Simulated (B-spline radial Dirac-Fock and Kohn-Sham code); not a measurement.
# K-line shifts caused by a second vacancy in V

System: the V atom, configuration [Ar] 3d3 4s2.

Input file task.json (cfg lists n, l and occupation; rrms is the nuclear radius in fm):

```json
{"items": [{
  "Z": 23,
  "q": 0,
  "cfg": [[1, 0, 2], [2, 0, 2], [2, 1, 6], [3, 0, 2], [3, 1, 6], [3, 2, 3], [4, 0, 2]],
  "A": 51,
  "rrms": 3.6002,
  "do": ["binding", "quiet", "double"]
}]}
```

Run with: `python xray_run.py task.json out`

Level of theory: multi-electron Dirac-Fock with separately optimised hole states, Breit and Lamb-shift corrections added in first order; an atomic code on a B-spline grid. Each two-hole energy is an average over J within one jj subconfiguration, not an observable level; in light atoms, where LS coupling holds, the j-resolved values are not observed lines, and for a K spectator the Kα1 hypersatellite is nearly forbidden. The model has no electron correlation.

Lines without a spectator: Kα2 (K-L2) 4943.8 eV, Kα1 (K-L3) 4950.7 eV, Kβ3 (K-M2) 5425.1 eV, Kβ1 (K-M3) 5425.9 eV. Shifts in eV with one spectator hole (a dash: not computed, or left out as unreliable):

```
spectator hole     Kα2     Kα1     Kβ3     Kβ1
        K (1s)  +238.3  +239.6  +296.7  +296.9
    L2 (2p1/2)  +20.64  +25.38       –   +60.0
    L3 (2p3/2)  +24.02  +22.87   +58.6       –
    M2 (3p1/2)       –   +1.51   +4.22   +5.53
    M3 (3p3/2)   +1.39       –   +5.31   +4.94
```

With n spectator holes in 2p, averaged over the 2p shell (energies in eV):

```tsv
n	KαLⁿ	step	hypersatellite KαʰLⁿ
0	4948.3	–	5187.5
1	4972.1	+23.7	5212.4
2	4996.9	+24.8	5238.5
3	5022.9	+26.0	5265.7
4	5050.1	+27.2	5294.1
5	5078.5	+28.4	5323.8
```
